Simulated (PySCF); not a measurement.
**Computed properties of CH₁₀O₂Si₃, SMILES C[Si@@H](O)[Si@H](O)[SiH3]**

CH₁₀O₂Si₃, SMILES C[Si@@H](O)[Si@H](O)[SiH3]. The structure is a stationary point at ωB97X-D3(BJ)/def2-SVP. The structure was generated by enumeration; whether it is a known compound was not checked. One conformer was computed; it need not be the lowest. All values are computed for the isolated molecule unless a solvent is named; none is compared with measurement here.

**Structure.** All 42 harmonic modes at ωB97X-D3(BJ)/def2-SVP (PySCF) are real, so it is a minimum. With heavy atoms numbered as in [CH3:1][Si@@H:2]([OH:3])[Si@H:4]([OH:5])[SiH3:6], the shortest bond between them is Si2–O3 at 1.680 Å and the longest Si2–Si4 at 2.340 Å.

**Vibrations.** The strongest infrared lines (harmonic, unscaled, degenerate partners summed) lie at 784 cm⁻¹ (196 km/mol, H 85 %), 2251 cm⁻¹ (172 km/mol, H 97 %), 884 cm⁻¹ (165 km/mol, H 77 %, Si 15 %, O 8 %). The softest mode is at 29 cm⁻¹ and the zero-point energy is 68.4 kcal/mol.

**Electronic structure.** HF/def2-TZVP (PySCF) places the frontier levels at -9.89 and 2.20 eV, a gap of 12.09 eV, and gives a dipole moment of 0.89 D. PBE/def2-TZVP (PySCF) at the same geometry gives -6.00 and -1.79 eV, so its gap is 7.88 eV narrower. An orbital gap is neither the optical nor the fundamental gap.

**Excitations.** TDA-B3LYP/def2-SVPD (PySCF) has S1 at 5.00 eV (248 nm, f = 0.022, weak); the most intense of the 6 singlets computed lies at 6.39 eV (f = 0.08). T1 (TDA) is at 4.46 eV, 0.54 eV under S1. TDA-PBE/def2-SVPD (PySCF) puts S1 at 4.54 eV. No vertical singlet excitation falls in the visible range (under 3.1 eV).

**NMR.** GIAO shifts at B3LYP/pcSseg-1 (PySCF) (non-relativistic, atoms alike by connectivity averaged): ¹³C at 3.6 ppm against TMS; ¹H from -0.1 to 5.8 ppm against TMS; ²⁹Si from -111.1 to -5.1 ppm against TMS.

**Solvation.** SMD-B3LYP/def2-SVP (PySCF) gives -5.4 kcal/mol in water, -3.5 kcal/mol in toluene, -4.8 kcal/mol in cyclohexanone (1 M in both phases, gas-phase geometry); of these solvents water holds the molecule best.
